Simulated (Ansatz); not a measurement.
`[NH2][GeH2][O][SiH](N)F` at its PBE0-D4/def2-TZVP geometry, where that method's forces vanish. Charge 0, multiplicity 1.

```tsv
atom	x (Å)	y (Å)	z (Å)
N1	1.2275	-1.0303	1.0966
Ge2	1.2209	-0.8170	-0.7278
O3	-0.4474	-0.4362	-1.2013
Si4	-1.4910	0.6986	-0.7007
N5	-1.0235	1.2179	0.8429
F6	-1.4702	1.9704	-1.6675
H7	1.1340	-1.9805	1.4254
H8	2.0073	-0.5919	1.5655
H9	2.1419	0.3590	-1.0762
H10	1.5294	-2.1155	-1.4843
H11	-2.8580	0.1576	-0.8454
H12	-1.4513	1.9862	1.3293
H13	-0.5197	0.5817	1.4435
```

Q: For each bond, give half the difference of the two atoms' forces along it (eV/Å; positive pushes the atoms apart) under PBE-D4, r2SCAN-D4, B3LYP-D4, ωB97M-V in def2-TZVPP. (Estimate.)

A: The calculation gave: 
```csv
bond,length (Å),PBE-D4,r2SCAN-D4,B3LYP-D4,ωB97M-V
N1–Ge2,1.837,0.13,0.04,0.21,0.06
N1–H7,1.010,0.20,0.02,-0.05,-0.03
N1–H8,1.010,0.20,0.03,-0.05,-0.02
Ge2–O3,1.776,0.26,0.04,0.18,0.06
Ge2–H9,1.534,-0.03,-0.06,-0.08,-0.11
Ge2–H10,1.534,-0.01,-0.06,-0.11,-0.12
O3–Si4,1.621,0.20,0.04,0.02,0.05
Si4–N5,1.694,-0.02,0.00,0.10,0.09
Si4–F6,1.598,0.43,0.03,0.16,0.13
Si4–H11,1.477,-0.06,-0.05,-0.19,-0.23
N5–H12,1.005,0.17,0.03,-0.01,-0.02
N5–H13,1.010,0.18,0.00,-0.05,-0.05
```

B3LYP here is the variant with VWN-RPA as its local correlation; programs differ in this.

All numbers were calculated with Ansatz.
